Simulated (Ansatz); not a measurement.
Mn₃. Total charge 0; multiplicity 10. Geometry PBE0-D4/def2-TZVP; atoms count from 1.

Cartesian coordinates in Å:
```
Mn 0.6240 1.3023 0.1701
Mn 0.5248 -1.2066 0.6187
Mn -1.1488 -0.0956 -0.7888
```

The charge 0 multiplicity 10 is spin-contaminated (final ⟨S²⟩ up to 28.37, 24.75 for a pure state). The geometry of the multiplicity 10 was relaxed on an unsound state (⟨S²⟩ 27.53, where a pure state has 24.75). At PBE0-D4/def2-TZVP a octet of charge 0 lies 1.57 eV below the multiplicity 10, each at its own geometry. That octet is doubtful there (⟨S²⟩ 20.09, where a pure state has 15.75). The structure comes from a short search, and lower isomers may exist.

(1) Estimate the Mulliken populations from the PBE0/def2-TZVP orbitals of Ansatz.

(2) Where does the spin sit?

(3) And the Mayer bond orders between bonded heavy atoms (over 0.3)?

Results:

(1) 
| atom | charge (e) | spin (α − β) | d electrons |
| --- | --- | --- | --- |
| Mn1 | 0.11 | 6.12 | 5.08 |
| Mn2 | 0.11 | 6.12 | 5.08 |
| Mn3 | -0.22 | -3.25 | 5.88 |
Mulliken values and Mayer orders depend strongly on the basis.

(2) Summed by element: Mn 9.00, of 9 unpaired in all. Largest on single atoms: Mn1 6.12, Mn2 6.12, Mn3 -3.25.

(3) Mn1–Mn2 0.60 (2.55 Å); Mn1–Mn3 1.08 (2.45 Å); Mn2–Mn3 1.08 (2.45 Å).
